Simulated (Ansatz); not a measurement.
C$_{2}$H$_{4}$FNSi (`C[SiH]1N=C1F`), 9 atoms. The species carries charge 0 and has multiplicity 1. All runs use 2 threads of an Arm Neoverse V1 on a shared host. Correlated methods freeze the cores.

(1) How many basis functions does each run have, and how long does it take in Ansatz? RHF-CCSD(T)/def2-SVP energy; RKS LC-ωPBE/def2-TZVPP energy; RKS PBE-D4/def2-TZVPP energy and forces; RKS r2SCANh-D4/def2-TZVPP energy; RKS BLYP-D4/def2-TZVPP energy; RKS ωB97M-V/def2-SVP energy; RKS PBE0-D4/def2-QZVPP energy; direct RPA on PBE orbitals/def2-TZVPP energy; RKS PBE0-D4/def2-TZVP relaxation (7 steps); RKS PBE0-D4/def2-TZVP frequencies; RHF-CCSD(T)/def2-TZVPP energy; RHF-MP2/def2-QZVPP energy. (Best estimate.)

Results:

(1) The calculation gave: Other jobs shared the machine, so times are rough.

```
                                level                   job  functions  wall time  peak host memory (GiB)
               RKS BLYP-D4/def2-TZVPP                energy        222        3 s                    0.25
                RKS PBE-D4/def2-TZVPP     energy and forces        222      3.7 s                    0.25
               RKS LC-ωPBE/def2-TZVPP                energy        222      3.8 s                    0.43
                 RKS ωB97M-V/def2-SVP                energy         94      6.5 s                    0.43
                 RHF-CCSD(T)/def2-SVP                energy         94        7 s                    0.43
            RKS r2SCANh-D4/def2-TZVPP                energy        222      7.5 s                    0.47
direct RPA on PBE orbitals/def2-TZVPP                energy        222        8 s                    0.45
               RKS PBE0-D4/def2-QZVPP                energy        418       12 s                     1.1
                   RHF-MP2/def2-QZVPP                energy        418       32 s                     2.1
                RKS PBE0-D4/def2-TZVP  relaxation (7 steps)        185       40 s                    0.41
               RHF-CCSD(T)/def2-TZVPP                energy        222    3.1 min                     3.6
                RKS PBE0-D4/def2-TZVP           frequencies        185    3.3 min                    0.43
```

LC-ωPBE has ω = 0.4 bohr⁻¹.
